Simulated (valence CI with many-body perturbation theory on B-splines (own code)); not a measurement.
Energy levels of Ce43+

Method: configuration interaction combined with many-body perturbation theory (CI+MBPT): five valence electrons over a frozen Dirac-Fock core [Ne], a basis of 11 s, 11 p, 10 d, 8 f, 5 g, 2 h functions for each j, with the one-electron correlation potential Σ1 (screened to all orders), the two-electron term Σ2, the three-electron term Σ3, Breit, model QED; selected single and double excitations, second order for the rest, scaled by the run's own slope (own B-spline code, finite nucleus).

No measured spectrum was set against this ion. As an estimate, large intervals hold to a few tenths of a per cent, small ones and those within an open d or f shell to about a per cent. Among the levels kept, up to 3200 cm⁻¹ of a level comes from second order outside the variational space, and about a tenth of that is noise between levels of different J, which matters for small intervals.

Levels 136 to 170 of 170, with energies above the lowest level, (3s^2 3p1/2^2 3p3/2) J=3/2. "Leading %" is the weight of the configuration and term that name the level; weights of strongly mixed levels are sums over their largest components and can fall short. In the jj column 3d3/2^4 stands for four electrons in 3d with j = 3/2. Lifetimes count E1, E2, E3, M1 and M2 decay at the calculated energies, and are blank where another channel may lead or the interval is too uncertain; long ones can be off by a factor of two.

| No. | Configuration | Term | J | E (eV) | Leading % | Leading jj | Lifetime |
| --- | --- | --- | --- | --- | --- | --- | --- |
| 136 | 3s3p²3d² | ²F | 5/2 | 604.49 | 22 | 3s 3p1/2^2 3d3/2 3d5/2 (85 %) | 7.73 ps |
| 137 | 3s3p²3d² | ⁴P | 3/2 | 605.57 | 17 | 3s 3p1/2^2 3d3/2 3d5/2 (72 %) | 11.0 ps |
| 138 | 3s²3p3d² | ²D° | 5/2 | 607.96 | 34 | 3s^2 3p3/2 3d5/2^2 (67 %) | 5.43 ps |
| 139 | 3s3p²3d² | ⁴H | 7/2 | 608.73 | 27 | 3s 3p1/2^2 3d3/2 3d5/2 (85 %) | 8.25 ps |
| 140 | 3s3p²3d² | ²P | 1/2 | 610.61 | 27 | 3s 3p1/2^2 3d3/2 3d5/2 (70 %) | 10.0 ps |
| 141 | 3p⁵ | ²P° | 1/2 | 611.77 | 53 | 3p1/2 3p3/2^4 (53 %) | 973 fs |
| 142 | 3s²3p3d² | ²G° | 7/2 | 614.79 | 27 | 3s^2 3p3/2 3d5/2^2 (45 %) | 2.04 ps |
| 143 | 3s²3p3d² | ²H° | 11/2 | 616.30 | 75 | 3s^2 3p3/2 3d5/2^2 (67 %) | 5.67 ps |
| 144 | 3s²3p3d² | ⁴D° | 7/2 | 618.66 | 32 | 3s^2 3p3/2 3d3/2 3d5/2 (42 %) | 2.00 ps |
| 145 | 3s²3p3d² | ²G° | 9/2 | 619.48 | 42 | 3s^2 3p3/2 3d5/2^2 (71 %) | 4.06 ps |
| 146 | 3s²3p3d² | ²D° | 5/2 | 621.34 | 29 | 3s^2 3p3/2 3d3/2 3d5/2 (69 %) | 995 fs |
| 147 | 3s²3p3d² | ²D° | 3/2 | 624.89 | 26 | 3s^2 3p3/2 3d3/2 3d5/2 (75 %) | 993 fs |
| 148 | 3s²3p3d² | ²P° | 1/2 | 625.18 | 61 | 3s^2 3p3/2 3d5/2^2 (56 %) | 1.72 ps |
| 149 | 3s²3p3d² | ²G° | 9/2 | 625.19 | 72 | 3s^2 3p3/2 3d3/2 3d5/2 (83 %) | 1.27 ps |
| 150 | 3s3p²3d² | ⁴F | 9/2 | 627.20 | 23 | 3s 3p1/2^2 3d5/2^2 (70 %) | 7.33 ps |
| 151 | 3s²3p3d² | ²D° | 3/2 | 629.15 | 27 | 3s^2 3p3/2 3d3/2 3d5/2 (66 %) | 855 fs |
| 152 | 3s²3p3d² | ²F° | 5/2 | 631.54 | 50 | 3s^2 3p3/2 3d3/2 3d5/2 (84 %) | 1.29 ps |
| 153 | 3s3p²3d² | ⁴D | 5/2 | 634.52 | 17 | 3s 3p1/2^2 3d5/2^2 (78 %) | 5.65 ps |
| 154 | 3p⁴3d | ⁴D | 3/2 | 634.68 | 20 | 3p1/2^2 3p3/2^2 3d3/2 (53 %) | 5.50 ps |
| 155 | 3s3p²3d² | ⁴H | 7/2 | 636.02 | 15 | 3s 3p1/2^2 3d5/2^2 (66 %) | 6.50 ps |
| 156 | 3s3p³3d | ⁴P° | 1/2 | 636.55 | 27 | 3s 3p3/2^3 3d3/2 (49 %) | 939 fs |
| 157 | 3s²3p3d² | ²P° | 1/2 | 639.05 | 58 | 3s^2 3p3/2 3d3/2 3d5/2 (44 %) | 1.30 ps |
| 158 | 3s3p²3d² | ²D | 3/2 | 641.78 | 23 | 3s 3p1/2^2 3d5/2^2 (69 %) | 6.18 ps |
| 159 | 3s²3p3d² | ²P° | 3/2 | 641.86 | 20 | 3s 3p3/2^3 3d3/2 (32 %) | 1.41 ps |
| 160 | 3s3p³3d | ⁴F° | 7/2 | 642.07 | 12 | 3s^2 3p3/2 3d5/2^2 (42 %) | 1.58 ps |
| 161 | 3p⁴3d | ⁴D | 5/2 | 644.32 | 26 | 3p1/2^2 3p3/2^2 3d3/2 (46 %) | 3.41 ps |
| 162 | 3s²3p3d² | ²P° | 3/2 | 644.52 | 29 | 3s^2 3p3/2 3d5/2^2 (46 %) | 1.65 ps |
| 163 | 3s²3p3d² | ²D° | 5/2 | 645.21 | 34 | 3s^2 3p3/2 3d5/2^2 (72 %) | 2.58 ps |
| 164 | 3s3p²3d² | ⁶F | 1/2 | 647.71 | 40 | 3s 3p1/2 3p3/2 3d3/2^2 (66 %) | 4.96 ps |
| 165 | 3s3p³3d | ⁴F° | 9/2 | 649.46 | 38 | 3s 3p3/2^3 3d5/2 (73 %) | 1.90 ps |
| 166 | 3s3p³3d | ⁴D° | 5/2 | 651.10 | 18 | 3s 3p3/2^3 3d3/2 (70 %) | 945 fs |
| 167 | 3p⁴3d | ²F | 7/2 | 651.40 | 28 | 3p1/2^2 3p3/2^2 3d3/2 (67 %) | 2.35 ps |
| 168 | 3s3p²3d² | ⁶F | 3/2 | 653.14 | 40 | 3s 3p1/2 3p3/2 3d3/2^2 (69 %) | 3.45 ps |
| 169 | 3s²3p3d² | ²F° | 7/2 | 653.65 | 26 | 3s 3p3/2^3 3d3/2 (48 %) | 1.09 ps |
| 170 | 3s3p²3d² | ⁴P | 1/2 | 653.90 | 25 | 3s 3p1/2^2 3d5/2^2 (43 %) | 3.81 ps |
